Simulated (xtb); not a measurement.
Si(AsH2)2(H)2 (As2H6Si), SMILES [SiH2]([AsH2])[AsH2]. All values are semi-empirical tight-binding results from xtb (GFN2-xTB unless named), good for trends rather than for accurate numbers. The structure is a stationary point at GFN2-xTB. This is a generated structure with no PubChem entry under its InChIKey; it may be hypothetical.

| Item | Value |
|---|---|
| point group as xtb finds it | C2 |
| orbital gap | 4.25 eV |
| zero-point energy | 28.1 kcal/mol |
| G − E(el) at 298.15 K (modified RRHO) | 7.5 kcal/mol |
| static polarisability (D4 model) | 93.3 bohr³ |
| solvation energy, GFN2-xTB/ALPB(water) | -2.0 kcal/mol |
| solvation energy, GFN2-xTB/ALPB(octanol) | -5.5 kcal/mol |
